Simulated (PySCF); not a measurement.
Compound: C₃H₃BF₂.
Bonds: C1–C2, C2–C3 (triple), C3–B4, B4–F5, B4–F6. Hydrogens: H7, H8, H9 on C1.

Method: PySCF 2.14.0, density-fitted response routines, TDDFT B3LYP/def2-SVPD, vertical, gas phase, core orbitals frozen in the response. Isolated species at its PBE0-D3(BJ)/def2-SVP geometry, gas phase.

Task: List the vertical singlet excitations with oscillator strengths and describe the spectrum.

Result: 

| state | E (eV) | λ (nm) | f | main configurations (H = HOMO, L = LUMO) |
| --- | --- | --- | --- | --- |
| S1 | 5.03 | 246.6 | 0.0002 | H→L (99%) |
| S2 | 5.87 | 211.3 | 0.079 | H-1→L (74%), H→L+2 (25%) |
| S3 | 6.75 | 183.8 | 0.0004 | H-1→L+2 (98%) |
| S4 | 7.12 | 174.2 | 0.0098 | H→L+1 (99%) |
| S5 | 7.35 | 168.6 | 0.012 | H-1→L+1 (99%) |
| S6 | 7.84 | 158.2 | 0.015 | H→L+3 (99%) |
| S7 | 8.05 | 154.1 | 0.017 | H-1→L+3 (99%) |
| S8 | 8.42 | 147.3 | 0.964 | H→L+2 (60%), H-1→L (20%) |
| S9 | 8.75 | 141.7 | 0.0010 | H-2→L (98%) |
| S10 | 8.92 | 138.9 | 0.0001 | H-3→L (94%) |

Triplets (Tamm–Dancoff): T1 4.49 eV, H-1→L (93%); T2 4.68 eV, H→L (95%); T3 5.49 eV, H→L+2 (92%); T4 6.34 eV, H-1→L+2 (94%).

The lowest singlet comes at 247 nm (485 kJ/mol) in the ultraviolet; it is dark (f under 0.0005); its leading configuration is HOMO→LUMO (99%). The strongest level in the table is S8 at 8.42 eV (147 nm, f = 0.964). Löwdin shares by element: HOMO carbon 88%; LUMO carbon 44% or more, boron 27%, fluorine 9% or more (atoms not listed hold the other 20%). Of the 10 states listed, 5 reach f = 0.01 and 3 stay under 0.0005. Weighted by f, the mean energy of these states is 8.20 eV. The oscillator strengths of these states sum to 1.099; summed over the whole spectrum of an exact calculation they would give the number of electrons, 44 (Thomas–Reiche–Kuhn). The vertical ionisation energy (ΔSCF) is 10.61 eV, 1.68 eV above S10. Singlets were solved by full linear response, triplets in the Tamm–Dancoff approximation.
